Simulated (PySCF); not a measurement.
## Excited states of Br⁷⁺ (bromine, charge +7)

Ground state [Ar] 3d10, ¹S. Calculation: PySCF 2.14, in x2c-SVPall with two added diffuse shells each of s, p, d type (7s6p5d, 50 functions); scalar relativity by spin-free X2C-1e. Vertical excitation energies in eV without spin-orbit coupling; excited terms of each kind are numbered among those the solver found. Frozen: [Ar].

```csv
term,leading excitation,EOM-EE-CCSD
1 3D,3d → s,70.758
1 1D,3d → s,71.467
1 3P°,3d → p,87.245
1 3F°,3d → p,87.910
1 1F°,3d → p,88.395
1 1D°,3d → p,89.088
1 3D°,3d → p,89.092
1 1P°,3d → p,89.178
1 3G,3d → d,114.36
1 1P,3d → d,114.46
1 1G,3d → d,114.71
2 3D,3d → d,114.79
```

The solver can miss terms.
